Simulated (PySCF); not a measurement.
**Working out the ionisation energy of Ta²⁺**

Ta²⁺ [Xe] 4f14 5d3 (4F) → Ta³⁺ [Xe] 4f14 5d2 (3F). Calculation: PySCF 2.14, in cc-pVDZ-PP with ECP60MDF (4s4p3d1f, 38 functions); scalar relativity through the core potential. Frozen: 5s2 5p6. Energies in hartree (1 hartree = 27.21139 eV):

```tsv
part	Ta²⁺ (lower)	Ta³⁺ (upper)
UHF	-56.007626	-55.156630
MP2 opposite-spin	0.000000	0.000000
MP2 same-spin	-0.009545	-0.002004
```

Problem. What does Hartree-Fock give?

Solution. (-55.156630) − (-56.007626) = 0.850996 hartree = 23.157 eV.

Problem. What do MP2 and SCS-MP2 (6/5 opposite-spin, 1/3 same-spin) give?

Solution. The opposite-spin parts differ by 0.000 eV and the same-spin parts by 0.205 eV. MP2: 23.157 + (0.000) + (0.205) = 23.362 eV. SCS-MP2: 23.157 + 1.2 × (0.000) + (0.205)/3 = 23.225 eV.

Reference: 23.1 ± 1.6 eV (theoretical estimate listed by NIST; NIST Atomic Spectra Database, ionization energies), between the lowest levels; spin-orbit coupling is absent from the calculation.

A double-zeta basis recovers only part of the correlation energy.

What remains against the reference includes basis incompleteness, the frozen core and correlation beyond second order.
